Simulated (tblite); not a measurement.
Species: C3H9AlOSi.
Structure used (GFN2-xTB), in Å, numbered top down from 1:
```
atom  x, y, z in Å
C1     2.031    1.691    0.216
C2     2.025    0.385   -0.042
Al3    0.320   -0.631   -0.131
C4     0.132   -2.585   -0.477
O5    -1.081    0.270    0.125
Si6   -2.414    1.174    0.360
H7     1.106    2.228    0.382
H8     2.935    2.287    0.278
H9     2.989   -0.101   -0.199
H10   -0.725   -2.796   -1.125
H11   -0.036   -3.146    0.447
H12    1.019   -3.013   -0.949
H13   -2.794    1.726   -0.942
H14   -2.063    2.230    1.312
H15   -3.449    0.289    0.897
```

Calculated harmonic vibrations of the isolated species, GFN2-xTB (tblite), most abundant isotopes, no scaling. The method is semi-empirical: single wavenumbers can be off by several per cent or more. Modes of hydrogen on silicon can be 10 to 20 % off. One conformer, not necessarily the lowest. The optimisation stopped once no atom felt more than 0.01 eV/Å.

Lowest wavenumbers of the output (negative numbers stand for imaginary wavenumbers):
```
mode    cm-1
  1     -21.0
  2      28.4
  3      64.3
  4      80.7
  5     102.0
  6     112.7
  7     184.4
  8     225.7
```

Question: Is this structure a minimum?

Answer: Not by this Hessian. 1 mode is imaginary beyond 20i (21i cm⁻¹), so at this level the point lies at or near a first-order saddle. The curvature is small, so loose convergence or finite differences may be the whole cause.

Question: Which atoms move in the imaginary mode?

Answer: 21i: H13 (Si–H hydrogen) 34 %, H14 (Si–H hydrogen) 31 %, H15 (Si–H hydrogen) 31 %. These are shares of the mass-weighted motion.

Question: What is the remedy?

Answer: Step along that mode in both directions, optimise again with tighter thresholds and repeat the frequencies. The zero-point energy of this point (64.2 kcal/mol) counts the 38 real modes alone, and thermal corrections from it aren't those of a minimum.
